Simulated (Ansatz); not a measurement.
A search over several starts for the lowest SCF solution of the cluster Ba₂S₂ at the given spin, in a small basis.

```yaml
crystal:
  periodic: [false, false, false]
  atoms:
    - {symbol: Ba, position_ang: [-2.318291, 0.146095, -0.223243]}
    - {symbol: Ba, position_ang: [2.316125, -0.142835, 0.246549]}
    - {symbol: S, position_ang: [0.120245, 1.569273, -0.220427]}
    - {symbol: S, position_ang: [-0.118079, -1.572534, 0.197121]}
basis:
  gaussian: {orbitals: def2-SVP}
hamiltonian: {xc: pbe0, dispersion: d4}
output: {orbitals: {seedname: orbitals}}
```

```sh
$ ansatz run in.yaml --threads 4 --pin off --events-out ev --progress --plain --max-ram 3916MiB
```

Shortened log:

```
Functional definition: PBE0
  name "PBE0"
  cite "Adamo & Barone, J. Chem. Phys. 110, 6158 (1999) doi:10.1063/1.478522"
  cite "Perdew, Burke & Ernzerhof, Phys. Rev. Lett. 77, 3865 (1996) doi:10.1103/PhysRevLett.77.3865"
  parent pbe
  parameter a = 0.25
  parameter kappa = 0.804
  parameter beta = 0.06672455060314922
  exchange = (1 - a)*pbe_x(kappa = kappa, mu = beta*pi^2/3) + a*exact_x
  correlation = pbe_c(beta = beta)
948 factors; their error is unknown
mean field evaluation 1: about -23037.6282 eV, gradient 4.8e1 eV
mean field evaluation 2: about -22910.3149 eV, gradient 1.6e2 eV
mean field evaluation 4: about -23046.6582 eV, gradient 2.7e0 eV
mean field evaluation 8: about -23046.6863 eV, gradient 4.2e-2 eV
mean field evaluation 16: about -23046.8518 eV, gradient 2.3e-4 eV
mean field -23046.85178005 eV, -846.9561811998 hartree, gradient 1.6e-5 eV, S^2 0.000000; 0 other end points of the search recorded, 0 dependent functions left out
reference -23046.85182503 eV, -846.9561828526 hartree; 26, 26 occupied and 70, 70 virtual orbitals, 948 factors
Total energy: -23047.00210638 eV, -846.9617055904 hartree
```

It took 2.4 s on 4 threads of Intel Xeon on a shared host.

In the def2 sets Ba takes a core potential; there is no spin–orbit coupling. The structure comes from a short search, and lower isomers may exist.
